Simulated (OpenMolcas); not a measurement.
**Ti2+: effect of the metal basis**

Ti2+ with its 6 nearest oxide ions at 2.193 Å, on the Mg site of MgO (a = 4.2112 Å, distance in the model lattice 2.106 Å). The rest of the host is ab initio model potentials to 7.6 Å and point charges beyond; the distance is set by hand and nothing relaxes.

- Program: OpenMolcas 26.06
- Method: SS-CASPT2, IPEA 0.25 Eh, imaginary shift 0.1 Eh (closed shells correlated: 3s 3p and the ligand valence shells)
- Spin-orbit coupling: state interaction with AMFI integrals over the reference wave functions

Fixed: ligand basis ANO-RCC-VDZP, active space 2 electrons in 5 orbitals (3d), DKH2 Hamiltonian.

States (labels of O, the rotations of Oh). Energies in cm-1 above the lowest state or level, χT in cm3 K/mol; under a threefold ground state the first gap can be a small split of the lowest multiplet, not the spin-orbit step; 10Dq and B are least-squares fits to the states below 45000 cm-1, weighted by degeneracy, with a free offset, and given where the rms deviation is under 5 % of |10Dq| (or 100 cm-1) and under 700 cm-1.

```csv
Run,Metal basis,Ground state,First state of that spin,10Dq,B (rms of fit),First gap with spin-orbit (degeneracies),χT at 300 K,First state of another spin,Cost
A,ANO-RCC-VDZP,3T1,3T2 17440,19034,636 (244),"1 (2, 3)",1.088,1T2 8540,roughly 60 core-seconds
B,ANO-RCC-VTZP,3T1,3T2 17330,18787,622 (165),"1 (2, 3)",1.088,1T2 7770,roughly 2.1 core-minutes
```

Against A, |10Dq| changes by -1.3 % in B.

Costs are those of the CASPT2 steps.

Roots that are degenerate in the reference are averaged as groups; the widest CASPT2 spread within a group is 900 cm-1 (the 3-fold group of multiplicity 1 near 28800 cm-1 above the lowest state of its run, B). Shifts and gaps below about the spread of the groups concerned are not significant. Over all roots computed the reference weight is 0.71 to 0.72 in A, 0.71 to 0.72 in B; a low but even weight reflects the number of correlated electrons. An orbital triplet at a regular site is open to Jahn-Teller coupling, which can distort the site and quench the lowest spin-orbit gaps and is left out. Ligand-to-metal charge-transfer states are missing. With no ligand orbital active B as a rule stays too high, so bands that hang on it stand too high and its fall with covalency is understated. With one d shell and no ligand orbital active, 10Dq can be off by tens of per cent for divalent 3d ions, low with halides held by bare charges and at times high in hosts. No measured value stands beside these numbers; the geometry was set by hand and not optimised.
